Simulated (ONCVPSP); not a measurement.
## Reading a pseudo-wave (beryllium)

Columns: radius, all-electron u(r) and pseudo u(r) of the 2s shell (level -13.70 eV) of beryllium in the configuration [He] 2s1; PBE, scalar-relativistic, ONCV scheme, ONCVPSP 4.0.1.

```
r (bohr)  all-electron  pseudo
   0.085       -0.2057  0.0247
   0.170       -0.2844  0.0504
   0.255       -0.2854  0.0779
   0.340       -0.2401  0.1074
   0.425       -0.1683  0.1391
   0.510       -0.0829  0.1732
   0.595        0.0076  0.2101
   0.680        0.0979  0.2498
   0.765        0.1846  0.2921
   0.850        0.2655  0.3364
   0.935        0.3394  0.3813
   1.020        0.4054  0.4259
   1.105        0.4635  0.4696
   1.190        0.5141  0.5120
   1.275        0.5577  0.5527
   1.360        0.5947  0.5904
   1.445        0.6252  0.6232
   1.530        0.6493  0.6490
   1.615        0.6676  0.6675
   1.700        0.6803  0.6803
   1.785        0.6880  0.6879
   1.870        0.6910  0.6910
   1.955        0.6899  0.6899
   2.040        0.6852  0.6852
   2.125        0.6772  0.6772
   2.210        0.6664  0.6664
```

Task: How many radial nodes do the two functions have?

Result: The all-electron 2s function has n − l − 1 = 1; the pseudo-wave has 0, since the states of the same l below it are removed with the core.

Task: At about which radius was the pseudo-wave matched?

Result: 1.60 bohr, where the columns begin to agree (steps of 0.09 bohr).

Task: Where does each function peak?

Result: Outermost all-electron maximum near 1.87 bohr, pseudo maximum near 1.87 bohr (to the table’s step).

Task: Is the pseudo-wave norm-conserving?

Result: Yes: the ONCV scheme keeps the norm inside the radius equal to the all-electron one, which fixes the energy derivative of the logarithmic derivative at the level.
